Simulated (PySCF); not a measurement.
A side-by-side comparison of computed properties.

First species: C₅H₁₁PS.
Z-matrix (Å and degrees, GFN2-xTB geometry), rows numbered from 1:
```
C 
C   1  1.3212
P   2  1.8210  1  120.29
C   3  1.8406  2  103.24  1   127.67
S   3  1.9371  2  115.47  1     1.69
C   3  1.8523  2  103.31  1  -125.06
C   6  1.5206  3  109.72  2    69.50
H   1  1.0781  2  122.97  3   179.91
H   1  1.0805  2  119.84  3    -0.15
H   2  1.0828  1  122.88  3  -179.74
H   4  1.0896  3  108.24  2   171.88
H   4  1.0879  3  111.63  2    50.55
H   4  1.0895  3  108.09  2   -70.50
H   6  1.0927  3  109.46  2   -53.20
H   6  1.0943  3  106.68  2  -170.64
H   7  1.0882  6  110.93  3   175.02
H   7  1.0895  6  110.52  3   -64.29
H   7  1.0894  6  109.73  3    54.85
```

Second species: C3H8O2Si3.
SMILES with atom numbers: `[CH:1]#[C:2][C@@H:3]1[SiH2:4][O:5][Si@@H:6]1[O:7][SiH3:8]` (hydrogens: H9 on C1; H10 on C3; H11, H12 on Si4; H13 on Si6; H14, H15, H16 on Si8)

Structure used (GFN2-xTB), in Å, numbered top down from 1:
```xyz
16
C3H8O2Si3 angstrom
C     -1.0772    2.4005    0.1183
C     -1.2415    1.2448   -0.1591
C     -1.3715   -0.1453   -0.4573
Si    -1.5352   -1.3850    1.0172
O     -0.1740   -2.1482    0.4548
Si     0.2515   -1.1318   -0.7889
O      1.5935   -0.3209   -0.4479
Si     2.3608    0.6656    0.5987
H     -0.9735    3.4182    0.3483
H     -2.1353   -0.2839   -1.2237
H     -1.2849   -0.8383    2.3414
H     -2.6412   -2.3243    0.9108
H      0.4885   -1.8822   -2.0007
H      3.6010   -0.0464    0.9062
H      2.5776    1.8956   -0.1583
H      1.5538    0.8906    1.7959
```

Levels: CAM-B3LYP/def2-SVPD for dipole moment, HOMO energy, LUMO energy, HOMO–LUMO gap, static isotropic polarisability and electronic spatial extent ⟨r²⟩ about the centre of nuclear charge; TDDFT CAM-B3LYP/def2-SVPD for lowest singlet excitation; TDA CAM-B3LYP/def2-SVPD for lowest triplet excitation (Tamm–Dancoff); GFN2-xTB for rotational constant A and rotational constant C. Geometries: GFN2-xTB. Each structure is a single optimised conformer of the isolated species, non-relativistic unless stated. Electronic properties by PySCF.

Dipoles, sizes and rotational constants follow the conformer. The torsions of the flexible species, by atom-mapped SMILES:
- `[CH2:1]=[CH:2][P@:3]([CH3:4])(=[S:5])[CH2:6][CH3:7]`: C1–C2–P3–C4 128°, C2–P3–C6–C7 70°
- `[CH:1]#[C:2][C@@H:3]1[SiH2:4][O:5][Si@@H:6]1[O:7][SiH3:8]`: O5–Si6–O7–Si8 -55°

Values for the first species:

| Item | Value |
| --- | --- |
| Dipole moment | 4.59 D |
| HOMO energy | -7.65 eV |
| LUMO energy | 0.39 eV |
| HOMO–LUMO gap | 8.04 eV |
| Lowest singlet excitation | 5.15 eV |
| Lowest triplet excitation (Tamm–Dancoff) | 4.39 eV |
| Static isotropic polarisability | 105.8 au |
| Electronic spatial extent ⟨r²⟩ about the centre of nuclear charge | 1163 bohr² |
| Rotational constant A | 1.679 GHz |
| Rotational constant C | 1.433 GHz |

Problem. Estimate the same properties for the second species, and the change in each.

Solution. 
```tsv
property	first	second	second less first
dipole moment	4.59 D	1.04 D	-3.55 D
HOMO energy	-7.65 eV	-8.44 eV	-0.79 eV
LUMO energy	0.39 eV	0.50 eV	+0.11 eV
HOMO–LUMO gap	8.04 eV	8.94 eV	+0.90 eV
lowest singlet excitation	5.15 eV	5.96 eV	+0.81 eV
lowest triplet excitation (Tamm–Dancoff)	4.39 eV	5.28 eV	+0.89 eV
static isotropic polarisability	105.8 au	106.9 au	+1.1 au
electronic spatial extent ⟨r²⟩ about the centre of nuclear charge	1163 bohr²	1567 bohr²	+404 bohr²
rotational constant A	1.679 GHz	1.559 GHz	-0.120 GHz
rotational constant C	1.433 GHz	0.798 GHz	-0.635 GHz
```

On the first: The vertical singlet–triplet gap S1 − T1 is 0.76 eV (TDDFT singlet less Tamm–Dancoff triplet; S1: HOMO−1→LUMO, weight 0.97; T1: HOMO−2→LUMO, weight 0.86). The 8 singlets span 5.15 to 6.90 eV, and their oscillator strengths add up to 0.16.

On the second: The polarisability is 15.84 Å³ as a volume (1 au = 0.148185 Å³), or 1.27 au for each of the 84 electrons. In atomic units the dipole is 0.41 e·bohr (1 au = 2.5417 D).
